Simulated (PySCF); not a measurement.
Compound: C8H18O.
Cartesian coordinates in Å at the GFN2-xTB level; atoms count from 1:
```xyz
27
C8H18O angstrom
C      4.5791   -0.4530    0.2641
C      3.2687    0.2305    0.6352
C      2.0761   -0.4155   -0.0661
C      0.7553    0.2587    0.2969
C     -0.4319   -0.3919   -0.4090
C     -1.7554    0.2584   -0.0175
C     -2.9468   -0.3922   -0.7165
C     -4.2618    0.3023   -0.3587
O     -4.2969    1.6544   -0.7486
H      4.7485   -0.3937   -0.8089
H      4.5550   -1.5031    0.5474
H      5.4170    0.0202    0.7708
H      3.3192    1.2871    0.3616
H      3.1236    0.1754    1.7165
H      2.2242   -0.3624   -1.1475
H      2.0281   -1.4725    0.2074
H      0.8017    1.3163    0.0259
H      0.6064    0.2021    1.3777
H     -0.4638   -1.4550   -0.1572
H     -0.2942   -0.3151   -1.4904
H     -1.8916    0.1808    1.0631
H     -1.7310    1.3205   -0.2700
H     -3.0192   -1.4432   -0.4302
H     -2.8009   -0.3508   -1.8005
H     -4.3992    0.3106    0.7250
H     -5.1027   -0.2464   -0.8100
H     -4.1272    1.7040   -1.6962
```

Method used: PBE0/pcSseg-1 in PySCF (dipole) on a GFN2-xTB geometry, gas phase.

Masses are those of the commonest isotopes; rigid-rotor values at the optimised geometry. The values belong to one conformer with, in the numbering `[CH3:1][CH2:2][CH2:3][CH2:4][CH2:5][CH2:6][CH2:7][CH2:8][OH:9]`, C1–C2–C3–C4 180°, C2–C3–C4–C5 180°, C3–C4–C5–C6 178°, C4–C5–C6–C7 180°, C5–C6–C7–C8 -178°.

**Question.** Give the principal moments of inertia and the rotational constants in cm⁻¹.

**Answer.** Ia = 76.22, Ib = 1324.86, Ic = 1357.14 u·Å²; 505379 MHz·u·Å²/I gives 6630, 381.5 and 372.4 MHz, that is A = 0.22116, B = 0.01272, C = 0.01242 cm⁻¹.

**Question.** What kind of rotor is it?

**Answer.** A near-prolate asymmetric top: κ = (2 × 381.5 − 6630 − 372.4)/(6630 − 372.4) = -1.00.

**Question.** What does the inertial defect say?

**Answer.** Not planar: Δ = Ic − Ia − Ib = -43.95 u·Å². For a rigid frame Δ = −2 Σ m c², so Σ m c² = 21.97 u·Å² lies off the ab plane: 15.67 from hydrogen and 6.31 from heavier atoms. The atom farthest from that plane is 1.38 Å away.

**Question.** List the rotational levels J(Ka,Kc) to J = 3 (MHz).

**Answer.** Above 0(0,0):
J = 1: 1(0,1) 754, 1(1,1) 7003, 1(1,0) 7012
J = 2: 2(0,2) 2262, 2(1,2) 8501, 2(1,1) 8529, 2(2,1) 27275, 2(2,0) 27275
J = 3: 3(0,3) 4523, 3(1,3) 10749, 3(1,2) 10804, 3(2,2) 29537, 3(2,1) 29537, 3(3,1) 60803, 3(3,0) 60803

**Question.** Predict some low-J microwave lines.

**Answer.** The dipole components are |μa| = 0.40 D, |μb| = 1.31 D, |μc| = 0.76 D. Intensities carry the squares of the components, which stand as 0.09 : 1.00 : 0.33 (a : b : c). Some lines, for components of 0.1 D or more:

| type | branch | J(Ka,Kc) | MHz | lower level (cm⁻¹) |
| --- | --- | --- | --- | --- |
| a | R | 2(1,2) ← 1(1,1) | 1499 | 0.234 |
| a | R | 2(0,2) ← 1(0,1) | 1508 | 0.025 |
| a | R | 3(2,1) ← 2(2,0) | 2262 | 0.910 |
| a | R | 3(1,2) ← 2(1,1) | 2275 | 0.284 |
| a | R | 4(0,4) ← 3(0,3) | 3015 | 0.151 |
| a | R | 4(3,2) ← 3(3,1) | 3015 | 2.028 |
| a | R | 4(1,3) ← 3(1,2) | 3034 | 0.360 |
| a | R | 5(0,5) ← 4(0,4) | 3769 | 0.251 |
| a | R | 5(3,3) ← 4(3,2) | 3769 | 2.129 |
| a | R | 5(2,3) ← 4(2,2) | 3769 | 1.086 |
| c | Q | 2(1,2) ← 2(0,2) | 6240 | 0.075 |
| b | R | 3(1,3) ← 2(0,2) | 8488 | 0.075 |
| b | R | 4(1,4) ← 3(0,3) | 9223 | 0.151 |
| c | Q | 4(2,3) ← 4(1,3) | 18715 | 0.462 |
| b | Q | 2(2,0) ← 2(1,1) | 18747 | 0.284 |
| b | Q | 2(2,1) ← 2(1,2) | 18774 | 0.284 |
| c | R | 2(2,1) ← 1(1,1) | 20272 | 0.234 |
| c | R | 5(2,4) ← 4(1,4) | 22575 | 0.459 |
| b | Q | 4(3,1) ← 4(2,2) | 31267 | 1.086 |
| c | R | 5(3,2) ← 4(2,2) | 35036 | 1.086 |
| c | Q | 5(4,2) ← 5(3,2) | 43774 | 2.254 |
| b | Q | 5(4,1) ← 5(3,2) | 43774 | 2.254 |
| b | Q | 5(5,0) ← 5(4,1) | 56280 | 3.715 |
| c | R | 5(5,1) ← 4(4,1) | 60050 | 3.589 |

No GFN2-xTB frequencies stand behind this structure, so it isn't proved a minimum. Constants of a rigid frame at the computed geometry: no zero-point averaging, no centrifugal distortion. A rigid rotor knows nothing of internal rotation, which can split or shift real lines.

Hardware: x86-64 server, one thread, shared host. Cost: 49 s wall, 43 s CPU. This is the PBE0/pcSseg-1 job that gave the dipole, with the shieldings it also computed.
